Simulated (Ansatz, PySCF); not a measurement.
C4H6F2, SMILES C1(C[C@H]1C)(F)F. Atoms are numbered in the order given.

```xyz
12

C      2.0164     0.2629     0.1728
C      0.7272     0.2874    -0.6000
C     -0.3986     1.2621    -0.2194
C     -0.5344    -0.1896     0.0035
F     -0.5234    -0.6633     1.2577
F     -1.3982    -0.8958    -0.7372
H      2.6915     1.0654    -0.1606
H      2.5374    -0.6974     0.0396
H      1.8333     0.3946     1.2490
H      0.8068     0.0889    -1.6744
H     -0.2398     1.8889     0.6625
H     -0.9832     1.7133    -1.0246
```
Charge 0, spin multiplicity 1.

Geometry: PBE0-D3(BJ)/def2-SVP.

Two levels are set side by side: PBE-D3(BJ)/def2-SVP (Ansatz, a quantum-chemistry and plane-wave program) and PBE0-D3(BJ)/def2-SVP (Ansatz). Each level has its own optimised geometry; the coordinates shown are those of the second. Frequencies come from the Hessian of PySCF at each geometry. Differences are taken from unrounded values.

| quantity | PBE0-D3(BJ) | PBE-D3(BJ) | PBE-D3(BJ) minus PBE0-D3(BJ) |
|---|---|---|---|
| mean bond length (Å) | 1.271 | 1.282 | 0.011 |
| bond C1–C2 (Å) | 1.503 | 1.511 | 0.008 |
| bond C2–C3 (Å) | 1.537 | 1.551 | 0.014 |
| bond C2–C4 (Å) | 1.478 | 1.490 | 0.013 |
| bond C3–C4 (Å) | 1.475 | 1.487 | 0.012 |
| bond C4–F5 (Å) | 1.341 | 1.358 | 0.017 |
| bond C4–F6 (Å) | 1.339 | 1.356 | 0.016 |
| bond C1–H7 (Å) | 1.100 | 1.109 | 0.008 |
| bond C1–H8 (Å) | 1.101 | 1.109 | 0.008 |
| bond C1–H9 (Å) | 1.100 | 1.108 | 0.008 |
| bond C2–H10 (Å) | 1.095 | 1.104 | 0.008 |
| bond C3–H11 (Å) | 1.094 | 1.102 | 0.008 |
| bond C3–H12 (Å) | 1.092 | 1.101 | 0.008 |
| highest harmonic wavenumber (cm⁻¹) | 3265 | 3171 | -94 |
| mean harmonic wavenumber (cm⁻¹) | 1380 | 1330 | -50 |
| zero-point energy (kcal/mol) | 59.17 | 57.02 | -2.15 |

Exact exchange shortens and stiffens bonds; PBE has none. Differences between two approximate levels are no errors against the true value.
